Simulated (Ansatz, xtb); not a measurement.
**Relative energy of two isomers of C6H6OSi**

We compare X, `C#C[Si]1(O)C=CC=C1`, a singlet, with Y, `C#C[Si@@H]1C=CC(O)=C1`, a singlet. Both are isolated molecules in the gas phase, relaxed with PBE-D3(BJ)/def2-SVP; the shapes shown needn't be the lowest conformers.

X (Å):

```xyz
14

C     0.8150   -2.3850    0.6496
C     0.6068   -1.1810    0.5096
C    -1.4549    1.0925   -0.0390
C    -1.8765    1.7865    1.0507
C    -0.8833    2.0146    2.1408
C     0.3662    1.5120    1.9566
O     1.3533    1.2023   -0.9157
Si    0.3327    0.6292    0.2910
H     0.9911   -3.4459    0.7733
H     2.2461    0.8154   -0.9057
H    -2.1056    0.8650   -0.8946
H    -2.9012    2.1814    1.1638
H    -1.1930    2.5691    3.0440
H     1.1632    1.6121    2.7070
```

Y (Å):

```yaml
atoms:
  - { symbol: C, position_ang: [-0.0275, -2.7279, 1.7387] }
  - { symbol: C, position_ang: [0.2254, -1.6469, 1.2110] }
  - { symbol: C, position_ang: [0.9903, 1.3358, 1.6724] }
  - { symbol: C, position_ang: [0.0655, 2.3085, 1.4792] }
  - { symbol: C, position_ang: [-0.9549, 2.0552, 0.4222] }
  - { symbol: C, position_ang: [-0.8762, 0.8743, -0.2646] }
  - { symbol: O, position_ang: [-1.8584, 3.0539, 0.2692] }
  - { symbol: Si, position_ang: [0.6035, -0.0275, 0.4211] }
  - { symbol: H, position_ang: [-0.2519, -3.6793, 2.2032] }
  - { symbol: H, position_ang: [1.7196, -0.2512, -0.5636] }
  - { symbol: H, position_ang: [1.7867, 1.4102, 2.4262] }
  - { symbol: H, position_ang: [0.0100, 3.2587, 2.0373] }
  - { symbol: H, position_ang: [-2.4825, 2.7945, -0.4356] }
  - { symbol: H, position_ang: [-1.5815, 0.5892, -1.0580] }
```

Quicker runs give these differences E(Y) − E(X): GFN2-xTB +19.8 kcal/mol; HF/STO-3G +7.7 kcal/mol (at GFN2-xTB geometries); r2SCAN-D4/def2-SVP +23.8 kcal/mol (at GFN2-xTB geometries).

**Question.** Estimate E(Y) − E(X) at the level CCSD(T)/def2-SVP + ΔMP2/def2-TZVPP.

**Answer.** Calculated at CCSD(T)/def2-SVP + ΔMP2/def2-TZVPP: E(Y) − E(X) = +32.1 kcal/mol, so structure X lies lower.

Level by level:

```csv
level,geometry,E(Y) − E(X) (kcal/mol),departure from the last row (kcal/mol),"job, with rough time for the two"
GFN2-xTB,GFN2-xTB,+19.8,−12.4,"optimisation, 0.2 s"
HF/STO-3G,GFN2-xTB,+7.7,−24.4,"single point, 0.74 s"
r2SCAN-D4/def2-SVP,GFN2-xTB,+23.8,−8.3,"single point, 9 s"
PBE-D3(BJ)/def2-SVP,PBE-D3(BJ)/def2-SVP,+22.0,−10.1,"optimisation, 62 s"
HF/def2-SVP,PBE-D3(BJ)/def2-SVP,+27.9,−4.2,part of the CCSD(T) run
MP2/def2-SVP,PBE-D3(BJ)/def2-SVP,+27.7,−4.4,part of the CCSD(T) run
CCSD(T)/def2-SVP,PBE-D3(BJ)/def2-SVP,+26.7,−5.4,single point
CCSD(T)/def2-SVP + ΔMP2/def2-TZVPP,PBE-D3(BJ)/def2-SVP,+32.1,,"single point, 3.3 min"
```

As drawn, Y has 1 C–O, 1 Si–H in place of 1 O–Si, 1 C–H.

The levels shown agree on the order. The largest departure from CCSD(T)/def2-SVP + ΔMP2/def2-TZVPP is that of HF/STO-3G, 24.4 kcal/mol. The last row adds to CCSD(T) the change of the MP2 difference between the two basis sets, here +5.4 kcal/mol, a large step that makes the value less sure.

With thermal terms from frequencies at re-optimised GFN2-xTB minima (ideal gas, soft modes damped towards free rotors, one conformer each, 298.15 K, 1 atm): the zero-point term adds −1.1 kcal/mol; ΔH is +30.7 and ΔG +31.4 kcal/mol.

The correlated steps freeze 12 core orbitals. Mirror images aren't counted in ΔG. Run with Ansatz 0.2.0, xtb 6.7.1; the last row on 2 threads of Arm Neoverse V1 on a shared host.
